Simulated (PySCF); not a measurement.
Structure from 2D NMR

Compound of formula C5H4O2. Correlations simulated from computed shifts and couplings:

HSQC (one-bond C–H):
```
  δH     δC  ¹J(C,H) (Hz)
9.72  179.8           191
2.47   36.3           136
```

HMBC (two and three bonds, |J| ≥ 2.5 Hz):
```
  δH        δC [abs. J in Hz]
9.72  97.1 [7.1], 91.6 [33.7]
2.47              186.7 [5.9]
```

Carbons without hydrogens: δ 186.7, 97.1, 91.6.

Computational details: J couplings at B3LYP/pcJ-1 (without the spin–dipole term), PBE0/pcSseg-1 with gauge-including orbitals, GFN2-xTB structure, in PySCF 2.14.0 with density-fitted response routines (relativity neglected, one computed conformer, no solvent model, rapidly exchanging positions averaged).

References, each an isolated molecule treated in the same way: ¹H and ¹³C against TMS.

Exchangeable hydrogens are left out of these lists, and C,H couplings along chains are those of one rotamer, so weak HMBC peaks may be missing or extra.

Q: Which molecule is this?

A: SMILES CC(=O)C#CC=O.

Mapped SMILES: `[CH3:1][C:2](=[O:3])[C:4]#[C:5][CH:6]=[O:7]`; H(Xn) means a hydrogen on atom n.

- δC 186.7 is C2, a carbonyl carbon of an ynone.
- δC 179.8 is C6, an aldehyde carbonyl carbon (δH 9.72).
- δC 97.1 is C4, an alkyne carbon.
- δC 91.6 is C5, an alkyne carbon.
- δC 36.3 is C1, a methyl carbon α to a carbonyl (δH 2.47).
- HMBC from δH 9.72 reaches the proton-free carbons C4, C5.
- HMBC from δH 2.47 reaches the proton-free carbon C2.

This is the structure that produced the data.

Shifts are as computed. Against solution values, carbons near 30 ppm lie about +3 ppm off and those near 130 ppm about +5 ppm. Of 1211 compounds with measured shifts, 218 miss one by over three times the rms of a fit or turn the order of signals round; such compounds aren't used in these exercises.
